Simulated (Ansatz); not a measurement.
Relaxation of BrF$_{3}$H$_{3}$HfN (9 atoms, charge 0, multiplicity 1), to a largest force component of 0.03 eV/Å in at most 50 steps.

All numbers below come from RKS B3LYP-D4/def2-SVP in Ansatz.

```xyz
9
Properties=species:S:1:pos:R:3
Hf 0.142 -0.072 0.069
N 0.067 -0.085 2.221
H -0.225 -0.886 2.785
H 0.600 0.554 2.812
F 1.992 0.059 -0.394
F -0.665 1.531 -0.590
F -0.591 -1.693 -0.626
Br -3.447 0.107 1.578
H -2.106 0.498 2.142
```

Task: Where does it end, and by what steps?

Result: The forces met the threshold. The force dipped under the threshold on the way, but the program's further checks kept it going. After 31 steps the energy has fallen by 2.110 eV; H9 moved furthest, 1.84 Å. Parted: Br8–H9 (1.51 → 3.35 Å). Joined: Hf1–Br8 (3.90 → 2.55 Å), N2–H9 (2.25 → 1.02 Å).

```json
{"step": "0", "energy less start (eV)": "0.0000", "largest force component (eV/Å)": "1.775", "accepted": "yes"}
{"step": "2", "energy less start (eV)": "-0.1601", "largest force component (eV/Å)": "0.183", "accepted": "yes"}
{"step": "4", "energy less start (eV)": "-0.1546", "largest force component (eV/Å)": "1.166", "accepted": "no"}
{"step": "6", "energy less start (eV)": "-0.1984", "largest force component (eV/Å)": "0.390", "accepted": "yes"}
{"step": "8", "energy less start (eV)": "-0.2404", "largest force component (eV/Å)": "0.864", "accepted": "yes"}
{"step": "10", "energy less start (eV)": "-0.8559", "largest force component (eV/Å)": "2.626", "accepted": "yes"}
{"step": "12", "energy less start (eV)": "-1.6454", "largest force component (eV/Å)": "0.533", "accepted": "yes"}
{"step": "14", "energy less start (eV)": "-1.7678", "largest force component (eV/Å)": "0.746", "accepted": "yes"}
{"step": "16", "energy less start (eV)": "-1.8229", "largest force component (eV/Å)": "0.403", "accepted": "yes"}
{"step": "18", "energy less start (eV)": "-1.8397", "largest force component (eV/Å)": "0.047", "accepted": "yes"}
{"step": "20", "energy less start (eV)": "-1.8410", "largest force component (eV/Å)": "0.018", "accepted": "yes"}
{"step": "22", "energy less start (eV)": "-1.8430", "largest force component (eV/Å)": "0.246", "accepted": "yes"}
{"step": "24", "energy less start (eV)": "-1.8607", "largest force component (eV/Å)": "0.226", "accepted": "yes"}
{"step": "26", "energy less start (eV)": "-1.9129", "largest force component (eV/Å)": "0.474", "accepted": "yes"}
{"step": "28", "energy less start (eV)": "-2.0407", "largest force component (eV/Å)": "0.433", "accepted": "yes"}
{"step": "30", "energy less start (eV)": "-2.1088", "largest force component (eV/Å)": "0.039", "accepted": "yes"}
{"step": "31", "energy less start (eV)": "-2.1095", "largest force component (eV/Å)": "0.018", "accepted": "yes"}
```

```xyz
9
Properties=species:S:1:pos:R:3
Hf -0.546 0.306 0.042
N -0.276 -0.427 2.354
H 0.525 -1.055 2.457
H -0.119 0.354 2.996
F 1.173 1.063 0.464
F -0.649 0.828 -1.801
F -0.629 -1.603 -0.183
Br -2.621 1.479 0.960
H -1.092 -0.932 2.710
```

Run time: 110 s on 4 threads of Arm Neoverse V1, on a shared host, peak memory 0.39 GiB.
